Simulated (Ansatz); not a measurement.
Species: SnO3 (charge 0, singlet). 
Geometry from a B3LYP-D3(BJ)/def2-TZVP (Ansatz, a program for electronic structure) optimisation:
```xyz
4

Sn     0.0010    -0.1887     0.0008
O      0.0102    -2.0097     0.0081
O      0.7973     1.5984    -0.0330
O     -0.8135     1.5905     0.0201
```

Wanted: atomisation energy (electronic, to ground-state atoms), in kcal/mol. Correlated levels leave the core frozen unless marked. UHF or UKS for open shells. No spin-orbit coupling. Frozen are the shells of the preceding noble gas and the d and f shells that filled before the atom's block. In def2 rows, elements after Kr have scalar-relativistic effective core potentials. The coupled-cluster limit lacks core correlation, which all-electron functionals hold. CBS(X,Y): correlation extrapolated as X^-3; Hartree-Fock from the larger set. The bracket is a focal-point correction in the basis named.

```csv
level,program,atomisation energy (kcal/mol),rough core time
HF/def2-QZVPP,Ansatz,13.3,under 20 s
BLYP-D3(BJ)/def2-TZVPD,Ansatz + dftd3,249.8,under 20 s
PBE0-D4/def2-TZVPD,Ansatz + dftd4,217.0,under 20 s
PBE0/def2-TZVPD,Ansatz,215.4,under 20 s
HSE06/def2-TZVPD,Ansatz,216.3,under 20 s
B2GP-PLYP-D4/def2-TZVPD,Ansatz + dftd4,223.4,under 20 s
"RI-MP2/CBS(def2-TZVPPD,def2-QZVPPD)+[CCSD(T)-MP2]/def2-TZVPPD",Ansatz,234.3,50 s
```

Core times are rough, on shared machines, summed over the molecules involved; a dash marks a level read off another run, or run on other hardware, by another program or under a memory cap.

The Hartree-Fock reference is unstable (checked in the largest basis), which strains HF and MP2. The T1 diagnostic of CCSD in the largest basis is 0.030, which is high, so the coupled-cluster rows are less sure than usual.
